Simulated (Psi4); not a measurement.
C4H9LiO, singlet, at a GFN2-xTB geometry (such geometries of metal compounds can be far from the true shape); WB97X/def2-SVP (Psi4).

Here is a job for Psi4.
```
memory 2 GB

molecule mol {
0 1
  Li    0.952825    1.839100    1.901016
  O     0.432552    0.834893    0.863001
  C    -0.035026   -0.067605   -0.069881
  C     1.009963   -1.173501   -0.300873
  C    -1.341387   -0.709986    0.429250
  C    -0.307909    0.649476   -1.403933
  H     0.658894   -1.895049   -1.033882
  H     1.208243   -1.683966    0.639096
  H     1.936718   -0.725713   -0.653071
  H    -1.155500   -1.218008    1.373067
  H    -1.725533   -1.425014   -0.293488
  H    -2.084437    0.066966    0.595546
  H     0.611900    1.106872   -1.761945
  H    -1.045512    1.433593   -1.247299
  H    -0.677517   -0.046428   -2.152459
}

set basis def2-svp
set reference rks
set scf_type pk
set puream true
set d_convergence 1e-8
set dft_radial_points 99
set dft_spherical_points 590

energy('wb97x')
print_variables()
```

It wrote (shortened):

```
   => Loading Basis Set <=

    Name: DEF2-SVP
    Role: ORBITAL
    Keyword: BASIS

         ---------------------------------------------------------
                                   SCF
               by Justin Turney, Rob Parrish, Andy Simmonett
                          and Daniel G. A. Smith
                              RKS Reference
         ---------------------------------------------------------

  ==> Geometry <==

    Molecular point group: c1
    Full point group: C1

    Geometry (in Angstrom), charge = 0, multiplicity = 1:

       Center              X                  Y                   Z               Mass
    ------------   -----------------  -----------------  -----------------  -----------------
         LI           0.912605651106     1.761470074286     1.820772578348     7.016003436600
         O            0.392332651106     0.757263074286     0.782757578348    15.994914619570
         C           -0.075245348894    -0.145234925714    -0.150124421652    12.000000000000
         C            0.969743651106    -1.251130925714    -0.381116421652    12.000000000000
         C           -1.381606348894    -0.787615925714     0.349006578348    12.000000000000
         C           -0.348128348894     0.571846074286    -1.484176421652    12.000000000000
         H            0.618674651106    -1.972678925714    -1.114125421652     1.007825032230
         H            1.168023651106    -1.761595925714     0.558852578348     1.007825032230
         H            1.896498651106    -0.803342925714    -0.733314421652     1.007825032230
         H           -1.195719348894    -1.295637925714     1.292823578348     1.007825032230
         H           -1.765752348894    -1.502643925714    -0.373731421652     1.007825032230
         H           -2.124656348894    -0.010663925714     0.515302578348     1.007825032230
         H            0.571680651106     1.029242074286    -1.842188421652     1.007825032230
         H           -1.085731348894     1.355963074286    -1.327542421652     1.007825032230
         H           -0.717736348894    -0.124057925714    -2.232702421652     1.007825032230

  Running in c1 symmetry.

  Rotational constants: A =      0.15344  B =      0.10604  C =      0.10604 [cm^-1]
  Rotational constants: A =   4600.08881  B =   3178.86319  C =   3178.86305 [MHz]
  Nuclear repulsion =  212.293507223666353

  Charge       = 0
  Multiplicity = 1
  Electrons    = 44
  Nalpha       = 22
  Nbeta        = 22

  ==> Algorithm <==

  SCF Algorithm Type is PK.
  DIIS enabled.
  MOM disabled.
  Fractional occupation disabled.
  Guess Type is SAD.
  Energy threshold   = 1.00e-06
  Density threshold  = 1.00e-08
  Integral threshold = 1.00e-12

  ==> Primary Basis <==

  Basis Set: DEF2-SVP
    Blend: DEF2-SVP
    Number of shells: 62
    Number of basis functions: 124
    Number of Cartesian functions: 129
    Spherical Harmonics?: true
    Max angular momentum: 2

  ==> DFT Potential <==

   => LibXC <=

    Version 7.1.2
    S. Lehtola, C. Steigemann, M. J. T. Oliveira, and M. A. L. Marques,  SoftwareX 7, 1–5 (2018) (10.1016/j.softx.2017.11.002)

   => Composite Functional: WB97X <=

    wB97X Hyb-GGA Exchange-Correlation Functional

    J.-D. Chai and M. Head-Gordon,  J. Chem. Phys. 128, 084106 (2008) (10.1063/1.2834918)

    Deriv               =              1
    GGA                 =           TRUE
    Meta                =          FALSE

    Exchange Hybrid     =           TRUE
    MP2 Hybrid          =          FALSE

   => Exchange-Correlation Functionals <=

    1.0000   wB97X range-separated functional

   => Exact (HF) Exchange <=

    0.8423            HF,LR [omega = 0.3000]
    0.1577               HF

   => LibXC Density Thresholds  <==

    XC_HYB_GGA_XC_WB97X:  1.00E-14

   => Molecular Quadrature <=

    Radial Scheme          =       TREUTLER
    Pruning Scheme         =           NONE
    Nuclear Scheme         =       TREUTLER

    Blocking Scheme        =         OCTREE
    BS radius alpha        =              1
    Pruning alpha          =              1
    Radial Points          =             99
    Spherical Points       =            590
    Total Points           =         815327
    Total Blocks           =           5600
    Max Points             =            256
    Max Functions          =            123
    Weights Tolerance      =       1.00E-15

  ==> Integral Setup <==

  Using in-core PK algorithm.
   Calculation information:
      Number of atoms:                  15
      Number of AO shells:              62
      Number of primitives:            115
      Number of atomic orbitals:       129
      Number of basis functions:       124

      Integral cutoff                 1.00e-12
      Number of threads:                 1

  Performing in-core PK
  Using 90105375 doubles for integral storage.
  We computed 1844132 shell quartets total.
  Whereas there are 1908081 unique shell quartets.

  Computing range-separated integrals for PK
  We computed 1844132 wK shell quartets total.
  Whereas there are 1908081 wK unique shell quartets.

  ==> DiskJK: Disk-Based J/K Matrices <==

    J tasked:                  Yes
    K tasked:                  Yes
    wK tasked:                 Yes
    Omega:               3.000E-01
    Schwarz Cutoff:          1E-12

  Minimum eigenvalue in the overlap matrix is 1.7390364199E-03.
  Reciprocal condition number of the overlap matrix is 2.4969083968E-04.
    Using symmetric orthogonalization.

  ==> Pre-Iterations <==

  SCF Guess: Superposition of Atomic Densities via on-the-fly atomic UHF (no occupation information).

   -------------------------
    Irrep   Nso     Nmo
   -------------------------
     A        124     124
   -------------------------
    Total     124     124
   -------------------------

  ==> Iterations <==

                        Total Energy        Delta E     RMS |[F,P]|

   @RKS iter SAD:  -239.51833152576575   -2.39518e+02   0.00000e+00
   @RKS iter   1:  -239.99732818569859   -4.78997e-01   7.17414e-03 DIIS/ADIIS
   @RKS iter   2:  -239.95995970625387    3.73685e-02   8.21962e-03 DIIS/ADIIS
   @RKS iter   3:  -240.37895524329147   -4.18996e-01   1.37413e-03 DIIS/ADIIS
   @RKS iter   4:  -240.39042397398975   -1.14687e-02   2.54799e-04 DIIS/ADIIS
   @RKS iter   5:  -240.39099677863328   -5.72805e-04   5.98629e-05 DIIS
   @RKS iter   6:  -240.39102402397262   -2.72453e-05   2.55311e-05 DIIS
   @RKS iter   7:  -240.39102886192111   -4.83795e-06   2.63286e-06 DIIS
   @RKS iter   8:  -240.39102895619919   -9.42781e-08   5.05691e-07 DIIS
   @RKS iter   9:  -240.39102896052509   -4.32590e-09   8.83629e-08 DIIS
   @RKS iter  10:  -240.39102896081783   -2.92744e-10   2.84982e-08 DIIS
   @RKS iter  11:  -240.39102896085137   -3.35376e-11   1.05279e-08 DIIS
   @RKS iter  12:  -240.39102896085586   -4.49063e-12   3.90124e-09 DIIS
  Energy and wave function converged.

  ==> Post-Iterations <==

   Electrons on quadrature grid:
      Ntotal   =   43.9999934417 ; deviation = -6.558e-06

    Orbital Energies [Eh]
    ---------------------

    Doubly Occupied:

[...]
      22A     -0.300404

    Virtual:

[...]
    Final Occupation by Irrep:
              A
    DOCC [    22 ]
    NA   [    22 ]
    NB   [    22 ]

  @RKS Final Energy:  -240.39102896085586

   => Energetics <=

    Nuclear Repulsion Energy =            212.2935072236663530
    One-Electron Energy =                -747.4010279389765401
    Two-Electron Energy =                 319.1301274042412501
    DFT Exchange-Correlation Energy =     -24.4136356497869116
    Empirical Dispersion Energy =           0.0000000000000000
    VV10 Nonlocal Energy =                  0.0000000000000000
    Total Energy =                       -240.3910289608558628

Computation Completed

Properties will be evaluated at   0.000000,   0.000000,   0.000000 [a0]

Properties computed using the SCF density matrix

 Multipole Moments:

 ------------------------------------------------------------------------------------
     Multipole            Electronic (a.u.)      Nuclear  (a.u.)        Total (a.u.)
 ------------------------------------------------------------------------------------

 L = 1.  Multiply by 2.5417464519 to convert [e a0] to [Debye]
 Dipole X            :          4.0156400           -3.3441696            0.6714703
 Dipole Y            :          7.7508392           -6.4547673            1.2960719
 Dipole Z            :          8.0117852           -6.6720779            1.3397073
 Magnitude           :                                                    1.9812851

 ------------------------------------------------------------------------------------

  Variable Map:
  ----------------------------------------------------------------------------
[...]
  Array Variable Map:
  ----------------------------------------------------------------------------
[...]
[...]
```
